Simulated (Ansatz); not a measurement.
`B/C=C/CF`. Charge 0, multiplicity 1.

Z-matrix (Å, degrees):
```
C
F 1 1.373
C 1 1.481 2 112.6
H 1 1.098 2 108.3 3 121.9
H 1 1.098 2 108.3 3 -121.9
C 3 1.341 1 126.3 2 0.0
H 3 1.090 1 114.1 2 -180.0
B 6 1.529 3 120.1 1 180.0
H 6 1.087 3 117.3 1 -0.0
H 8 1.199 6 118.8 3 0.0
H 8 1.196 6 122.0 3 -180.0
```

Question: Give the diagnostics of a CCSD(T)/def2-TZVPP run (frozen core, the Gaussian-basis code of Ansatz). (Best estimate.)

Answer: Ansatz gave: T1 = 0.0110, largest single amplitude 0.018, largest double 0.063, (T) share of the correlation energy 3.7 %, 10 CCSD cycles. The RHF solution is stable towards an unrestricted one. T1 lies under the customary mark of 0.02 for closed shells.
